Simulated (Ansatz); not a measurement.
Job for Ansatz (a program for electronic structure): R-B3LYP-D3(BJ)/def2-TZVP on HInO (SMILES [OH][In]). Elements past Kr take the def2 small-core potentials; no spin–orbit coupling.

Ansatz 0.2 input:
```yaml
crystal:
  periodic: [false, false, false]
  atoms:
    - {symbol: In, position_ang: [0.26510000, -0.14910000, -1.44540000]}
    - {symbol: O, position_ang: [0.24720000, -0.16050000, 0.56320000]}
    - {symbol: H, position_ang: [-0.51230000, 0.30960000, 0.88220000]}
basis:
  gaussian:
    orbitals: def2-TZVP
hamiltonian:
  xc: b3lyp
  dispersion: d3bj
relax: {f_tol: 0.004, max_steps: 120}
scf: {lower_state_search: off}
```

Output:

```
WARN ansatz: RAYON_NUM_THREADS=4 ignored (pool sized by the plan → 4); use --threads N
Functional definition: B3LYP
these checks for a lower state are left out or cut short: stability, starts, cluster_reference, orbital_swaps, neighbouring_geometries, increment
integrals: 0.02 GiB planned
660 factors; their error is unknown
mean field: 0.29 GiB planned
mean field evaluation 1: about -7232.8959 eV, gradient 6.8e1 eV
mean field evaluation 2: about -7101.6010 eV, gradient 1.9e2 eV
mean field evaluation 4: about -7240.8900 eV, gradient 9.1e0 eV
mean field evaluation 8: about -7241.0130 eV, gradient 8.1e-2 eV
mean field evaluation 16: about -7241.0585 eV, gradient 1.9e-5 eV
mean field -7241.05849666 eV, -266.1039915864 hartree, gradient 1.6e-6 eV, S^2 0.000000; 0 other end points of the search recorded, 0 dependent functions left out
the calculation of the forces begins
reference -7241.05869028 eV, -266.1039987019 hartree; 15, 15 occupied and 72, 72 virtual orbitals, 660 factors
relax step   1: F+E_penalty+E_count = -7241.12473110 eV  Δ(F+E_penalty+E_count) = +0.000e0 eV  max|allowed force component| = 8.110e-1 eV/Å  Δτ_max = 0.0000 Å  (17 SCF iters, accepted)
these checks for a lower state are left out or cut short: stability, starts, cluster_reference, orbital_swaps, neighbouring_geometries, increment
integrals: 0.02 GiB planned
660 factors; their error is unknown
mean field: 0.29 GiB planned
mean field -7241.10684477 eV, -266.1057683469 hartree, gradient 2.3e-6 eV, S^2 0.000000; 0 other end points of the search recorded, 0 dependent functions left out
the calculation of the forces begins
reference -7241.10704084 eV, -266.1057755521 hartree; 15, 15 occupied and 72, 72 virtual orbitals, 660 factors
relax step   2: F+E_penalty+E_count = -7241.17273444 eV  Δ(F+E_penalty+E_count) = -4.800e-2 eV  max|allowed force component| = 1.414e-1 eV/Å  Δτ_max = 0.0639 Å  (22 SCF iters, accepted)
these checks for a lower state are left out or cut short: stability, starts, cluster_reference, orbital_swaps, neighbouring_geometries, increment
integrals: 0.02 GiB planned
660 factors; their error is unknown
mean field: 0.29 GiB planned
mean field evaluation 32: about -7241.1169 eV, gradient 2.7e-3 eV
mean field -7241.11693095 eV, -266.1061390072 hartree, gradient 1.8e-6 eV, S^2 0.000000; 0 other end points of the search recorded, 0 dependent functions left out
the calculation of the forces begins
reference -7241.11712883 eV, -266.1061462792 hartree; 15, 15 occupied and 72, 72 virtual orbitals, 660 factors
relax step   3: F+E_penalty+E_count = -7241.18250185 eV  Δ(F+E_penalty+E_count) = -9.767e-3 eV  max|allowed force component| = 2.704e-1 eV/Å  Δτ_max = 0.0468 Å  (22 SCF iters, accepted)
these checks for a lower state are left out or cut short: stability, starts, cluster_reference, orbital_swaps, neighbouring_geometries, increment
integrals: 0.02 GiB planned
660 factors; their error is unknown
mean field: 0.29 GiB planned
mean field -7241.11604424 eV, -266.1061064212 hartree, gradient 2.1e-6 eV, S^2 0.000000; 0 other end points of the search recorded, 0 dependent functions left out
the calculation of the forces begins
reference -7241.11624430 eV, -266.1061137731 hartree; 15, 15 occupied and 72, 72 virtual orbitals, 660 factors
relax step   4: F+E_penalty+E_count = -7241.18139448 eV  Δ(F+E_penalty+E_count) = +1.107e-3 eV  max|allowed force component| = 4.795e-1 eV/Å  Δτ_max = 0.0683 Å  (20 SCF iters, rejected (line search))
these checks for a lower state are left out or cut short: stability, starts, cluster_reference, orbital_swaps, neighbouring_geometries, increment
integrals: 0.02 GiB planned
660 factors; their error is unknown
mean field: 0.29 GiB planned
mean field -7241.12233811 eV, -266.1063377164 hartree, gradient 1.6e-6 eV, S^2 0.000000; 0 other end points of the search recorded, 0 dependent functions left out
the calculation of the forces begins
reference -7241.12253714 eV, -266.1063450308 hartree; 15, 15 occupied and 72, 72 virtual orbitals, 660 factors
relax step   5: F+E_penalty+E_count = -7241.18776281 eV  Δ(F+E_penalty+E_count) = -5.261e-3 eV  max|allowed force component| = 7.418e-2 eV/Å  Δτ_max = 0.0333 Å  (22 SCF iters, accepted)
these checks for a lower state are left out or cut short: stability, starts, cluster_reference, orbital_swaps, neighbouring_geometries, increment
integrals: 0.02 GiB planned
660 factors; their error is unknown
mean field: 0.29 GiB planned
mean field -7241.12285612 eV, -266.1063567529 hartree, gradient 1.1e-6 eV, S^2 0.000000; 0 other end points of the search recorded, 0 dependent functions left out
the calculation of the forces begins
reference -7241.12305570 eV, -266.1063640875 hartree; 15, 15 occupied and 72, 72 virtual orbitals, 660 factors
relax step   6: F+E_penalty+E_count = -7241.18818110 eV  Δ(F+E_penalty+E_count) = -4.183e-4 eV  max|allowed force component| = 2.317e-3 eV/Å  Δτ_max = 0.0137 Å  (22 SCF iters, accepted)
Total energy: -7241.18838068 eV, -266.1087647364 hartree
Atom 0 at     0.322994    -0.184240    -1.531529 Å, force    -0.000133     0.000057     0.002317 eV/Å
Atom 1 at     0.179439    -0.117523     0.499417 Å, force    -0.001200     0.000764    -0.001368 eV/Å
Atom 2 at    -0.502434     0.301763     1.032111 Å, force     0.001333    -0.000821    -0.000949 eV/Å
Dipole moment:    -0.200931     0.129216    -0.347194 e Å
Checks for a lower state left out: stability, starts, cluster_reference, orbital_swaps, neighbouring_geometries, increment
```

The run converged.

Cost: around 9 core-seconds (rough).
